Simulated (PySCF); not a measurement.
C₃H₆N₂Si. Atoms are numbered in the order given.

```xyz
12

N     -3.3384     0.9067    -0.6862
C     -2.5154     0.4115    -0.0317
C     -1.4510    -0.2097     0.7569
C     -0.1466    -0.3392    -0.0200
N      0.9627    -0.0582     0.5199
Si     2.5450    -0.2030    -0.2451
H     -1.2620     0.3664     1.6747
H     -1.7857    -1.2202     1.0548
H     -0.2637    -0.7108    -1.0611
H      3.1765     1.1400    -0.2243
H      2.4623    -0.7018    -1.6519
H      3.3494    -1.1460     0.5724
```
Charge 0, spin multiplicity 1.

Coordinates come from a TPSSh-D3(BJ)/def2-SVP optimisation. The structure was generated by enumeration; whether it is a known compound was not checked. The values are those of a single conformer.

Vertical ionisation energy (IE) and electron affinity (EA) in eV. Rows of orbital energies are one-electron estimates. Where ΔSCF, EOM or ADC give a negative EA the extra electron is unbound and the value depends on the basis.

```
level                                         IE     EA
-----------------------------------------  -----  -----
−ε(HOMO), −ε(LUMO), HF/def2-TZVP (PySCF)   11.22  -2.71
−ε(HOMO), −ε(LUMO), PBE/def2-TZVP (PySCF)   6.37   2.51
```
